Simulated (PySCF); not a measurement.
C6H3F2O3 (charge -1).
SMILES with atom numbers: `[CH:1]#[C:2]/[CH:3]=[CH:4]/[C:5]([F:6])([F:7])[O:8][C:9](=[O:10])[O-:11]` (hydrogens: H12 on C1; H13 on C3; H14 on C4)

Structure optimised with GFN2-xTB, isolated species.

Some entries are withheld.

```tsv
coordinate	value
C1≡C2	?
C2–C3	1.408 Å
C3=C4	1.331 Å
C4–C5	?
C5–F6	1.403 Å
C5–F7	1.415 Å
C5–O8	1.296 Å
O8–C9	1.632 Å
C9=O10	?
C9–O11	?
C1–H12	1.049 Å
C3–H13	1.082 Å
C4–H14	1.079 Å
C1–C2–C3	178.0°
C2–C3–C4	123.2°
C3–C4–C5	?
C4–C5–F6	109.1°
C4–C5–F7	105.3°
C4–C5–O8	119.2°
F6–C5–F7	100.2°
F6–C5–O8	?
F7–C5–O8	?
C5–O8–C9	118.3°
O8–C9–O10	?
O8–C9–O11	?
O10–C9–O11	140.0°
```

Q: Estimate the withheld lengths and angles.

A: 
- C1≡C2 = 1.202 Å, drawn triple in a drawing that doesn't fit all lengths (terminal alkyne carbon to alkyne carbon); 0.18 Å below the sum of covalent radii, 1.38 Å.
- C4–C5 = 1.508 Å, drawn single in a drawing that doesn't fit all lengths (alkene CH carbon to CF2 carbon); 0.02 Å above the sum of covalent radii, 1.49 Å.
- C9=O10 = 1.199 Å, drawn double in a drawing that doesn't fit all lengths (ends: carbonate carbon; oxygen bonded to C); 0.19 Å below the sum of covalent radii, 1.39 Å.
- C9–O11 = 1.190 Å, drawn single in a drawing that doesn't fit all lengths (ends: carbonate carbon; oxygen bonded to C); 0.20 Å below the sum of covalent radii, 1.39 Å.
- C3–C4–C5 = 123.4°, at the alkene CH carbon; the outer atoms are 2.502 Å apart.
- F6–C5–O8 = 112.0°, at the CF2 carbon; the outer atoms are 2.237 Å apart.
- F7–C5–O8 = 109.3°, at the CF2 carbon; the outer atoms are 2.211 Å apart.
- O8–C9–O10 = 111.3°, at the carbonate carbon; the outer atoms are 2.350 Å apart.
- O8–C9–O11 = 108.7°, at the carbonate carbon; the outer atoms are 2.308 Å apart.

Radii are Cordero's, carbon taken as 0.76, 0.73 or 0.69 Å for four, three, and two or fewer neighbours.

Whether it is a minimum is left open (no frequencies). Torsions: C3–C4–C5–F6 6°, C4–C5–O8–C9 -29°, C5–O8–C9–O10 -2°.

One conformer stands for the species.

These are computed values.
